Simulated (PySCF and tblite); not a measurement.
Values are calculated unless marked as measured or tabulated.
C8H8O, numbered as in [CH:1]#[C:2][C:3]1=[CH:4][CH2:5][CH2:6][CH2:7][C:8]1=[O:9].

Free energies: PBE0-D3(BJ)/def2-SVP (IEF-PCM, water) on GFN2-xTB structures plus GFN2-xTB thermal terms, symmetry and mirror images included. Conformers within 3 kcal/mol (GFN2-xTB free energy) were kept, 7 at most. Couplings: B3LYP/6-31G* with pcJ-1 on H (gas phase; spin-dipole term only for pairs with B, N, F, Si or P). Couplings are for ¹H; a prime marks the second kind of pair between the same two sets of atoms. H–H couplings come out 0.1 to 0.9 Hz lower than with pcJ-1 on all atoms. Programs: PySCF with density fitting and tblite.

The 6-ring runs over atoms 3–4–5–6–7–8. Of a mirror pair one member is shown.

```csv
conformer,shape,weight %
1,"6-ring envelope (ring torsions 21, -51, 60, -37, 6, 2°)",100.0
```

(1) Give the couplings in each conformer and the averages at 298.15 K (pairs that fast motion interchanges averaged).

Results:

(1) 
```
  coupling  pairs      1  average (Hz)
 ³J(H4,H5)      2    5.7           5.7
 ²J(H5,H5)      1  -21.1         -21.1
 ³J(H5,H6)      2    4.8           4.8
³J(H5,H6′)      2    7.1           7.1
 ²J(H6,H6)      1  -13.6         -13.6
 ³J(H6,H7)      2    9.6           9.6
³J(H6,H7′)      2    3.9           3.9
 ²J(H7,H7)      1  -16.8         -16.8
```
